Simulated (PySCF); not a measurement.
HGa (SMILES [GaH]), singlet, at a GFN2-xTB geometry (such geometries of metal compounds can be far from the true shape).

Here is a job for PySCF.
```python
from pyscf import gto, scf, dft

mol = gto.Mole()
mol.atom = '''
    Ga   -0.00000000   -0.00000000   -0.05952365
    H     0.00000000    0.00000000    1.84523317
'''
mol.basis = 'cc-pvtz'
mol.verbose = 5
mol.build()

mf = dft.RKS(mol)
mf.xc = 'r2scan'
mf = mf.density_fit(auxbasis='def2-universal-jkfit')
mf.kernel()
```

Task: What does this run give for the HOMO energy, dipole moment, nuclear repulsion energy, total energy?

Result: 
```
Item                             Result
------------------------  -------------
HOMO energy                    -5.26 eV
dipole moment                    1.32 D
nuclear repulsion energy      8.6124 Eh
total energy              -1925.4251 Eh
```
